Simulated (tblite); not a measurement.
Species: C6H13AlO3.
Cartesian coordinates in Å at the GFN2-xTB level; atoms count from 1:
```
atom  x, y, z in Å
C1     3.0381    1.0564    0.3564
C2     2.2284   -0.1447   -0.0028
O3     2.6060   -1.1475   -0.5346
O4     0.9385    0.0277    0.4086
C5    -0.0282   -0.8882   -0.0270
C6    -0.8133   -1.5019    1.1426
C7    -2.1079   -0.6887    1.1494
C8    -2.2732   -0.3884   -0.3334
O9    -0.9488   -0.1269   -0.7779
Al10  -0.2924    1.6292   -1.2688
H11    3.1234    1.1264    1.4386
H12    2.5083    1.9390   -0.0014
H13    4.0243    0.9864   -0.0907
H14    0.4631   -1.6431   -0.6603
H15   -1.0128   -2.5554    0.9473
H16   -0.2489   -1.4136    2.0684
H17   -2.9501   -1.2326    1.5690
H18   -1.9644    0.2437    1.6955
H19   -2.8674    0.4988   -0.5528
H20   -2.6740   -1.2528   -0.8778
H21   -0.1235    2.4511    0.0646
H22   -1.6178    1.8703   -2.0838
H23    0.9880    1.1816   -2.0731
```

All values are computed: GFN2-xTB (tblite) harmonic vibrations without scaling, gas phase. The method is semi-empirical: single wavenumbers can be off by several per cent or more. Modes of hydrogen on aluminium can be 10 to 20 % off. One conformer, not necessarily the lowest.

Harmonic wavenumbers (cm⁻¹): 33.3, 51.1, 75.1, 91.4, 103.6, 140.6, 208.5, 230.4, 262.1, 289.3, 330.8, 411.2, 475.7, 518.4, 538.4, 574.9, 598.4, 610.7, 721.1, 769.9, 805.2, 829.5, 843.6, 891.7, 924.3, 960.2, 984.2, 984.8, 1006.2, 1008.0, 1033.2, 1080.4, 1085.8, 1127.0, 1151.8, 1157.7, 1176.7, 1202.6, 1251.4, 1276.9, 1297.9, 1307.7, 1311.2, 1356.8, 1420.2, 1425.1, 1453.2, 1458.2, 1471.8, 1628.2, 1635.2, 1662.0, 1807.1, 2876.7, 2912.6, 2994.1, 3001.2, 3006.4, 3013.0, 3031.0, 3034.4, 3040.6, 3073.6.

A = 1730, B = 900.8, C = 695.6 MHz; mass 160.068 u (most abundant isotopes); point group C1, symmetry number 1.

**Question.** What is the zero-point energy?

**Answer.** ½Σν̃ = 38517 cm⁻¹ = 460.77 kJ/mol.

**Question.** Give the ideal-gas entropy at 350 K and 1 bar in the rigid-rotor, harmonic-oscillator model (classical rotation).

**Answer.** Translation 175.49, rotation 127.83, vibration 192.51: S = 495.8 J/(mol K).

**Question.** And Cp and H(350 K) − H(0)?

**Answer.** Cp = 222.88 J/(mol K), of which vibrations give 189.63 (their classical limit is 63 R = 523.8); H(350 K) − H(0) = 45.44 kJ/mol without the zero-point energy, 33.80 from vibrations.

**Question.** What must be added to the electronic energy to get the Gibbs energy at 350 K and 1 bar?

**Answer.** ZPE + [H(350 K) − H(0)] − T·S = 460.77 + 45.44 − 173.54 = 332.67 kJ/mol.

**Question.** Blend soft modes into free rotors: weight 1/[1 + (100 cm⁻¹/ν̃)⁴] for the oscillator and the rest for a rotor with moment μB/(μ + B), μ = h/(8π²ν), B = 10⁻⁴⁴ kg m². What vibrational entropy results?

**Answer.** 172.34 J/(mol K) in place of 192.51, which changes −T·S at 350 K by +7.06 kJ/mol.

**Question.** Which modes carry the vibrational entropy at 350 K?

**Answer.** 33.3 cm⁻¹: 24.85; 51.1 cm⁻¹: 21.30; 75.1 cm⁻¹: 18.12; 91.4 cm⁻¹: 16.50; 103.6 cm⁻¹: 15.47; 140.6 cm⁻¹: 12.99 J/(mol K); the other 57 give 83.26 together.

**Question.** How do the functions run with temperature in this model?

**Answer.** 
| T (K) | S (J/(mol K)) | Cp (J/(mol K)) | H − H(0) (kJ/mol) | G − H(0) (kJ/mol) | ln q(vib) |
| --- | --- | --- | --- | --- | --- |
| 100 | 316.8 | 93.7 | 6.44 | -25.24 | 2.88 |
| 200 | 396.2 | 141.5 | 18.17 | -61.07 | 6.49 |
| 300 | 463.6 | 195.4 | 34.98 | -104.11 | 9.88 |
| 500 | 588.0 | 295.5 | 84.55 | -209.48 | 16.48 |
| 800 | 749.7 | 390.2 | 188.82 | -410.92 | 25.99 |
| 1000 | 841.2 | 429.2 | 270.99 | -570.20 | 31.90 |

q(vib) and H(0) count from the zero-point level.

Hindered rotation and anharmonicity are outside this model. Other conformers, if any are populated, would add a mixing term that is left out. The structure is chiral; the term R ln 2 for an equal mix with its mirror image is left out.

On one thread of an Arm Neoverse V2, no GPU, shared host, this took 0.96 s. The figure is for the frequency step alone.
